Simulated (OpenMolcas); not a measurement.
Ta3+ in KZnF3

Ta3+ with its 6 nearest fluoride ions at 2.029 Å, on the Zn site of KZnF3 (a = 4.054 Å, distance in the model lattice 2.027 Å). The rest of the host is ab initio model potentials to 7.6 Å, with orthogonalisation functions on the cations behind the ligands, and point charges beyond; the distance is set by hand and nothing relaxes, and no local charge compensation is placed. Ligand basis ANO-RCC-VDZP.
```
Ta    0.0000    0.0000    0.0000
F     2.0290    0.0000    0.0000
F     0.0000    2.0290    0.0000
F    -2.0290    0.0000    0.0000
F     0.0000   -2.0290    0.0000
F     0.0000    0.0000    2.0290
F     0.0000    0.0000   -2.0290
```

```yaml
Program: OpenMolcas 26.06
Method: SS-CASPT2, IPEA 0.25 Eh, imaginary shift 0.1 Eh (the lowest 17 gerade and 18 ungerade orbitals frozen, chosen by energy and not by shell, so the metal 5p can be frozen and 4f correlated)
Basis: ANO-RCC-VTZP [8s7p5d3f2g1h]
Scalar_Hamiltonian: DKH2, point nucleus
Active_space: 2 electrons in 5 orbitals (5d)
State_averaging: 2S+1 = 3 even, 10 roots; 2S+1 = 1 even, 15 roots
Spin-orbit_coupling: RASSI with atomic mean-field integrals over the reference wave functions
```

The lowest spin-free states (labels of O, the rotations of Oh), above the lowest:

```tsv
State	Degeneracy	E (cm-1)
3T1	3	0
1T2	3	7770
1E	2	7850
1A1	1	17880
3T2	3	32230
3T1	3	38790
1T2	3	40860
1T1	3	43410
3A2	1	66180
1E	2	74510
1A1	1	83790
```

The lowest levels with spin-orbit coupling:

```tsv
E (cm-1)	Degeneracy	Label	2S+1
0	2	E	3
190	3	T2	3
3170	3	T1	3
4040	1	A1	3
9740	3	T2	1
10010	2	E	1
20100	1	A1	1
33260	1	A2	3
33830	3	T2	3
34740	3	T1	3
34830	2	E	3
39480	1	A1	3
40170	3	T1	3
40740	3	T2	3 (66 %)
42060	2	E	3
44090	3	T2	1 (65 %)
45860	3	T1	1
68820	3	T2	3
77010	2	E	1
86330	1	A1	1
```

Powder χT (cm3 K/mol): 0.00151 at 2 K, 0.00757 at 10 K, 0.0381 at 50 K, 0.0751 at 100 K, 0.126 at 200 K, 0.162 at 300 K. The effective moment at 300 K is 2.828 √(χT) = 1.14 μB.

The lowest level has 2S+1 = 3, for which the spin-only value is χT = S(S+1) / 2 = 1.000 cm3 K/mol (g = 2). The computed 0.162 at 300 K differs by -0.838, through orbital momentum, spin-orbit coupling and any other state in reach. With a threefold ground state the orbital momentum is unquenched, so the spin-only value is not expected to hold.

A least-squares ligand-field fit to the states below 45000 cm-1, each weighted by its degeneracy and with a free common offset, gives 10Dq = 33639 cm-1, B = 530 cm-1 and C = 2206 cm-1 (C/B = 4.16), with an rms deviation of 178 cm-1.

Roots that are degenerate in the reference are averaged as groups; the widest CASPT2 spread within a group is 130 cm-1 (the 3-fold group of multiplicity 3 near 32200 cm-1 above the lowest state of its run). Shifts and gaps below about the spread of the groups concerned are not significant. An orbital triplet at a regular site is open to Jahn-Teller coupling, which can distort the site and quench the lowest spin-orbit gaps and is left out. The least metal-like active orbital is 81 % on the metal (Löwdin) and no ligand orbital is active, so the numbers are rough. Ligand-to-metal charge-transfer states are missing. With no ligand orbital active B as a rule stays too high, so bands that hang on it stand too high and its fall with covalency is understated. With one d shell and no ligand orbital active, 10Dq can be off by a tenth or more. No measured value stands beside these numbers; the geometry was set by hand and not optimised.

The CASPT2 steps took 4.1 min on 1 thread of Arm Neoverse V1, on a shared host; the integral step is not counted.
